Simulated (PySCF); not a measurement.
SiH2FCl, SMILES F[SiH2]Cl. Atoms are numbered in the order given.

```xyz
5

Si     0.5114     0.5551     0.0000
F     -0.7342     1.5518     0.0000
Cl    -0.1834    -1.3707     0.0000
H      1.2828     0.7820    -1.2305
H      1.2828     0.7820     1.2305
```

Coordinates come from a B3LYP-D3(BJ)/def2-TZVP optimisation.

Method: KT2/pcSseg-2 (PySCF).

GIAO shieldings, no solvent; atoms alike by connectivity are averaged. δ = σ(ref) − σ: ²⁹Si against TMS (σ = 351.7 ppm); ¹⁹F against CFCl3 (σ = 125.1 ppm); ³⁵Cl against HCl (σ = 945.0 ppm); ¹H against TMS (σ = 31.47 ppm), references at their B3LYP-D3(BJ)/def2-TZVP geometries, non-relativistic (without spin–orbit terms, shifts of atoms bonded to Cl or Br come out too high).

```
atoms   nucleus  count     δ (ppm)
------  -------  -----  ----------
Si1        ²⁹Si      1  (withheld)
F2          ¹⁹F      1      -202.4
Cl3        ³⁵Cl      1  (withheld)
H4, H5       ¹H      2        5.92
```

Some entries are withheld; supply them. (An estimate is asked for; the answer gives what the named calculation found.)


- Cl3, δ (ppm): 74.2
- Si1, δ (ppm): -3.0
